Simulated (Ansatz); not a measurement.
```xyz
13

C    -1.9669    1.2325   -0.0258
C    -1.0642    0.4980   -0.6715
Si    0.7503    0.7097   -0.3804
F     1.4887    1.0810   -1.7571
C     1.5266   -0.8412    0.2686
C     0.8135   -1.8647    0.7320
H    -3.0358    1.1071   -0.1752
H    -1.6721    1.9998    0.6854
H    -1.4158   -0.2542   -1.3762
H     0.9583    1.8582    0.5398
H     2.6131   -0.9168    0.2928
H    -0.2732   -1.8467    0.7373
H     1.2776   -2.7627    1.1304
```

Charge 0, multiplicity 1.

(1) List the r2SCAN/def2-TZVPP orbital energies in eV (the Gaussian-basis code of Ansatz). (An estimate is asked.)

Answers

(1) Computed: Occupied: -1791.59, -665.73, -273.60, -273.51, -273.11, -273.05, -141.93, -96.85, -96.77, -96.76, -30.83, -20.32, -20.02, -15.49, -14.97, -13.35, -12.06, -12.00, -10.99, -10.82, -10.66, -10.04, -9.63, -8.10, -7.72, -7.44, -7.25. Lowest empty: -1.68, -1.33, 0.83, 1.65, 1.97, 2.13, 2.54, 2.73.
